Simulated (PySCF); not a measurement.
GeF₃Br, SMILES [F][Ge]([Br])([F])[F]. The structure is a stationary point at B3LYP-D3(BJ)/def2-SVP.

The numbers are results of PySCF with B3LYP-D3(BJ)/def2-SVP, not measurements.

Harmonic wavenumbers (cm⁻¹): 150, 150, 236, 236, 237, 348, 725, 772, 772. Rotational constants (GHz): 3.497, 1.251, 1.251; symmetry number 3.

Question: Work out the zero-point energy and the ideal-gas rigid-rotor harmonic-oscillator thermochemistry at 298.15 K and 1 atm.

Answer: ZPE = ½ Σ hcν = ½ × 3626 cm⁻¹ = 5.18 kcal/mol. H − E(el) = 9.72 kcal/mol. Entropy in cal/(mol K): translation 41.92, rotation 26.28, vibration 12.76, total 80.97. G − E(el) = -14.42 kcal/mol. Cp = 20.87 cal/(mol K). Modes under 150 cm⁻¹ make the vibrational entropy uncertain.
